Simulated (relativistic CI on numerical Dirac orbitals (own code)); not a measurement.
## Energy levels of O V

These numbers are calculated, not measured: Dirac-Coulomb-Breit CI, separate exchange-only KLI orbitals for each configuration, model QED (radiative potential, 1s self-energy scaled to tabulated hydrogen-like ionisation energies), valence Slater integrals scaled by 0.85, P86 correlation energy added to each configuration (own radial code, finite nucleus).

CI space (outside the closed core 1s2): 2s2, 2s 2p, 2p2, 2p 3s, 2p 3p, 2s 3s, 2s 3p, 2s 3d, 2s 4s, 2s 4p, 2s 4d, 2s 4f, 3s2, 3s 3p, 3p2. Levels of other configurations are missing.

| No. | Configuration | Term | J | E (eV) | % | Landé g | jj configuration (%) |
| --- | --- | --- | --- | --- | --- | --- | --- |
| 1 | 2s2 | 1S | 0 | 0.0000 | 95 |  | closed (95) |
| 2 | 2s 2p | 3P° | 0 | 10.2559 | 100 |  | 2s 2p1/2 (100) |
| 3 | 2s 2p | 3P° | 1 | 10.2722 | 100 | 1.501 | 2s 2p1/2 (67) |
| 4 | 2s 2p | 3P° | 2 | 10.3092 | 100 | 1.501 | 2s 2p3/2 (100) |
| 5 | 2s 2p | 1P° | 1 | 19.5259 | 100 | 1.000 | 2s 2p3/2 (67) |
| 6 | 2p2 | 3P | 0 | 26.7212 | 100 |  | 2p1/2^2 (67) |
| 7 | 2p2 | 3P | 1 | 26.7401 | 100 | 1.501 | 2p1/2 2p3/2 (100) |
| 8 | 2p2 | 3P | 2 | 26.7721 | 100 | 1.501 | 2p3/2^2 (66) |
| 9 | 2p2 | 1D | 2 | 29.1683 | 99 | 1.000 | 2p1/2 2p3/2 (65) |
| 10 | 2p2 | 1S | 0 | 35.4105 | 94 |  | 2p3/2^2 (63) |
| 11 | 2s 3s | 3S | 1 | 67.6243 | 98 | 2.002 | 2s 3s (98) |
| 12 | 2s 3s | 1S | 0 | 69.1885 | 96 |  | 2s 3s (96) |
| 13 | 2s 3p | 1P° | 1 | 72.1489 | 92 | 1.007 | 2s 3p3/2 (51) |
| 14 | 2s 3p | 3P° | 0 | 72.1959 | 99 |  | 2s 3p1/2 (99) |
| 15 | 2s 3p | 3P° | 1 | 72.2010 | 98 | 1.494 | 2s 3p1/2 (55) |
| 16 | 2s 3p | 3P° | 2 | 72.2099 | 99 | 1.501 | 2s 3p3/2 (99) |
| 17 | 2s 3d | 3D | 1 | 74.3249 | 99 | 0.499 | 2s 3d3/2 (99) |
| 18 | 2s 3d | 3D | 2 | 74.3259 | 99 | 1.167 | 2s 3d3/2 (59) |
| 19 | 2s 3d | 3D | 3 | 74.3281 | 99 | 1.334 | 2s 3d5/2 (99) |
| 20 | 2s 3d | 1D | 2 | 75.8450 | 98 | 1.000 | 2s 3d5/2 (59) |
| 21 | 2p 3s | 3P° | 0 | 81.0051 | 99 |  | 2p1/2 3s (99) |
| 22 | 2p 3s | 3P° | 1 | 81.0251 | 99 | 1.501 | 2p1/2 3s (68) |
| 23 | 2p 3s | 3P° | 2 | 81.0677 | 99 | 1.501 | 2p3/2 3s (99) |
| 24 | 2p 3s | 1P° | 1 | 82.3654 | 91 | 1.000 | 2p3/2 3s (63) |
| 25 | 2p 3p | 1P | 1 | 83.5923 | 100 | 0.999 | 2p3/2 3p3/2 (52) |
| 26 | 2p 3p | 3D | 1 | 84.0847 | 98 | 0.500 | 2p1/2 3p1/2 (69) |
| 27 | 2p 3p | 3D | 2 | 84.1089 | 99 | 1.167 | 2p1/2 3p3/2 (51) |
| 28 | 2p 3p | 3D | 3 | 84.1480 | 99 | 1.334 | 2p3/2 3p3/2 (99) |
| 29 | 2p 3p | 3S | 1 | 84.7964 | 96 | 2.001 | 2p3/2 3p3/2 (37) |
| 30 | 2p 3p | 3P | 0 | 85.3573 | 100 |  | 2p1/2 3p1/2 (68) |
| 31 | 2p 3p | 3P | 1 | 85.3712 | 100 | 1.501 | 2p3/2 3p1/2 (53) |
| 32 | 2p 3p | 3P | 2 | 85.3941 | 100 | 1.501 | 2p3/2 3p3/2 (65) |
| 33 | 2p 3p | 1D | 2 | 86.4783 | 99 | 1.000 | 2p3/2 3p3/2 (35) |
| 34 | 2p 3p | 1S | 0 | 87.6040 | 69 |  | 2p3/2 3p3/2 (47) |
| 35 | 2s 4s | 3S | 1 | 89.4944 | 98 | 2.002 | 2s 4s (98) |
| 36 | 2s 4s | 1S | 0 | 91.0105 | 71 |  | 2s 4s (71) |
| 37 | 2s 4p | 3P° | 0 | 91.0598 | 100 |  | 2s 4p1/2 (100) |
| 38 | 2s 4p | 3P° | 1 | 91.0615 | 100 | 1.501 | 2s 4p1/2 (67) |
| 39 | 2s 4p | 3P° | 2 | 91.0653 | 100 | 1.501 | 2s 4p3/2 (100) |
| 40 | 2s 4p | 1P° | 1 | 91.4486 | 98 | 1.000 | 2s 4p3/2 (66) |
| 41 | 2s 4d | 3D | 1 | 91.8416 | 100 | 0.499 | 2s 4d3/2 (100) |
| 42 | 2s 4d | 3D | 2 | 91.8419 | 100 | 1.167 | 2s 4d3/2 (60) |
| 43 | 2s 4d | 3D | 3 | 91.8425 | 100 | 1.334 | 2s 4d5/2 (100) |
| 44 | 2s 4d | 1D | 2 | 92.4590 | 100 | 1.000 | 2s 4d5/2 (60) |
| 45 | 2s 4f | 3F° | 2 | 92.7066 | 100 | 0.666 | 2s 4f5/2 (100) |
| 46 | 2s 4f | 3F° | 3 | 92.7067 | 100 | 1.083 | 2s 4f5/2 (58) |
| 47 | 2s 4f | 3F° | 4 | 92.7069 | 100 | 1.250 | 2s 4f7/2 (100) |
| 48 | 2s 4f | 1F° | 3 | 92.7550 | 100 | 1.000 | 2s 4f7/2 (58) |

Energies count from the lowest computed level; ° marks odd parity. Filled j subshells are mostly left out of the jj labels.

The mean weight of the leading LS term, summed over parents, in these 48 levels is 98 %, and that of the leading jj configuration (from the same eigenvectors) 76 %, so LS coupling describes them better.

At this charge configurations can still be misplaced by up to about 7 % of their energy. 42 of the 48 excited levels that our extract of the measured tables holds in this range could be paired (the sources list more); they are missed by 1204 cm⁻¹ on average and 3537 at most, and levels without a partner can miss by more.
